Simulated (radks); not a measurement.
Valence configurations of the osmium ion Os+ (all share [Xe]). All-electron calculation, scalar-relativistic Kohn-Sham, LDA (Slater exchange, Perdew-Wang correlation), spin-polarised, spherical densities, finite nucleus; open shells are filled with parallel spins first (spin-orbit coupling, left out, can overturn this in heavy ions); Fermi nuclear charge, rms radius 5.4126 fm. Program: a radial shooting solver on a logarithmic mesh with Libxc functionals. Energies are relative to 4f14 5d6 6s1; eigenvalues in eV for spin up.

valence	E (eV)	moment (Bohr magnetons)	e(4f)	e(5d)	e(6p)	e(6s)
4f14 5d6 6s1	0.000	5	-60.339	-15.355	-	-14.210
4f13 5d6 6s1 6p1	58.473	7	-75.931	-20.320	-9.424	-16.605
4f13 5d7 6s1	51.296	5	-71.168	-16.477	-	-14.342
4f14 5d6 6p1	6.491	5	-61.908	-16.714	-8.633	-
4f13 5d6 6s2	53.326	5	-74.483	-18.860	-	-15.280
4f14 5d5 6s2	0.888	5	-63.445	-17.569	-	-15.120
4f14 5d6 6s0.5 6p0.5	3.230	5	-61.132	-16.044	-8.226	-14.715
4f14 5d5 6s1 6p1	5.440	7	-64.874	-18.984	-9.333	-16.377
4f12 5d5 6s2 6p2	136.98	9	-96.408	-28.425	-11.453	-19.949
4f13.5 5d5 6s1 6p1.5	34.545	8	-72.734	-21.535	-10.091	-17.544

NIST lists [Xe] 4f14 5d6 6s1 as the ground configuration; this level of theory agrees among the configurations tried. The energies are those of spherical high-spin densities, not of single terms.
